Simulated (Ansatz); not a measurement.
Be10, relaxed as a singlet with RKS PBE0/def2-SVP in Ansatz, starting from the GFN1-xTB geometry. Force threshold 0.02 eV/Å.

The structure comes from a short search, and lower isomers may exist.

Start:

Cartesian coordinates in Å:
```
Be 1.922 -0.664 0.569
Be -0.740 -0.914 -1.378
Be -1.190 1.550 0.766
Be -1.059 -0.153 1.815
Be 0.436 0.775 -1.912
Be 0.670 -1.978 -0.190
Be 0.742 0.906 1.383
Be -1.382 1.112 -1.138
Be -1.163 -1.670 0.570
Be 1.765 1.034 -0.484
```

**Question.** Estimate the energy that the relaxation releases and the steps that it takes.

**Answer.** 91.1 kcal/mol, in 18 steps; 58 s on 4 threads of Arm Neoverse N1 on a shared host. No frequencies were taken in this run, so the end may be a saddle point.

**Question.** Does the start keep its bonding?

**Answer.** Bonds formed: Be1–Be5, Be2–Be4, Be3–Be10, Be4–Be8, Be5–Be6, Be6–Be7, Be7–Be9, Be8–Be10 (atoms count from 1). The end is the same structure that another start reached.

**Question.** Predict the relaxed structure.

**Answer.** 
Cartesian coordinates in Å:
```
Be 2.142 -0.209 -0.070
Be -1.169 -0.911 -1.017
Be -0.455 1.765 1.149
Be -1.638 0.140 0.772
Be 0.599 -0.013 -1.696
Be 0.706 -1.640 -0.332
Be 0.562 -0.092 1.344
Be -0.965 1.174 -0.960
Be -0.795 -1.701 1.055
Be 1.013 1.487 -0.246
```
Bond lengths (bridged metal pairs left out): 24 × Be–Be 2.04 to 2.29 Å.
